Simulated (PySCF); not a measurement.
## `C(C)(C)CI`, C4H9I: coupling constants with relativity

Geometry:
```
atom   x (Å)   y (Å)   z (Å)
  C1  -0.003  -1.429  -0.292
  C2  -0.036   0.091  -0.370
  C3  -1.345   0.645   0.194
  C4   1.119   0.742   0.373
  I5   3.067   0.331  -0.477
  H6  -0.842  -1.868  -0.853
  H7  -0.084  -1.769   0.754
  H8   0.932  -1.833  -0.708
  H9   0.033   0.390  -1.431
 H10  -2.208   0.215  -0.337
 H11  -1.401   1.740   0.097
 H12  -1.454   0.394   1.262
 H13   1.047   1.837   0.364
 H14   1.183   0.397   1.415
```

Calculated values (PySCF 2.14 with density-fitted X2C routines): indirect couplings, PBE0/pcJ-1 (dyall-v2z on I), isolated molecule, finite nuclei, PBE0-D3(BJ)/def2-SVP geometry.

Non-relativistic values:
```
    coupling         atoms  J (Hz)
1J(127I,13C)       I5 – C4   -60.1
2J(127I,13C)       I5 – C2     2.4
 2J(127I,1H)  I5 – H13/H14    18.9
 3J(127I,1H)       I5 – H9     7.4
```

Q: What do two-component X2C with spin–orbit coupling give?

A: 
```csv
coupling,atoms,with spin–orbit (Hz)
"1J(127I,13C)",I5 – C4,-72.2
"2J(127I,13C)",I5 – C2,-0.2
"2J(127I,1H)",I5 – H13/H14,22.1
"3J(127I,1H)",I5 – H9,8.2
```

The largest listed coupling, 1J(127I,13C), ends at 1.20 times its non-relativistic value. Equivalent partners are averaged, as under fast rotation. Couplings to strongly quadrupolar nuclei (127I) are seldom resolved in solution.
